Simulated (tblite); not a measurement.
Compound: C6H7NO.
SMILES with atom numbers: `[CH3:1][C:2](=[O:3])[CH:4]=[C:5]=[C:6]=[CH:7][NH2:8]` (hydrogens: H9, H10, H11 on C1; H12 on C4; H13 on C7; H14, H15 on N8)

Structure optimised with GFN2-xTB, isolated species.

(1) Give the optimised bond lengths and angles.

## Answers

(1) 
```csv
bond,length (Å)
C1–C2,1.517
C2=O3,1.218
C2–C4,1.453
C4=C5,1.329
C5=C6,1.246
C6=C7,1.330
C7–N8,1.357
"C1–H9, C1–H10, C1–H11",1.088
C4–H12,1.080
C7–H13,1.083
"N8–H14, N8–H15",1.005
```

Bonds in one row agree within 0.01 Å and their mean is given. A selection of angles:
```csv
angle,degrees
C1–C2–O3,122.0
C1–C2–C4,113.9
O3–C2–C4,124.1
C2–C4–C5,121.2
C4–C5–C6,176.6
C5–C6–C7,177.8
C6–C7–N8,123.2
H14–N8–C7,120.3
H15–N8–C7,117.9
```

Dihedral angles: C1–C2–C4–C5 180° (antiperiplanar). The mirror-image conformer, all signs reversed, is as good.

The 8 heavy atoms lie in one plane (0.013 Å rms). N8 (nitrogen bonded to C and 2 H) is almost planar (angles 120.3°, 118.2° and 117.9°, sum 356.4°, 0.12 Å off the plane of its three neighbours). The C–C distances run from 1.246 Å (C5=C6, drawn double) to 1.517 Å (C1–C2, drawn single), a spread of 0.271 Å.

Point group: near Cs, missed by 0.28 Å at most; the miss may be what the optimiser left on a soft mode. Its GFN2-xTB frequencies are all real (lowest 56 cm⁻¹). One conformer, not necessarily the lowest. 3 starts were optimised and ended at 0.00, 0.00 and 0.27 kcal/mol (GFN2-xTB); the lowest of these is shown.

The numbers are calculated, not measured.
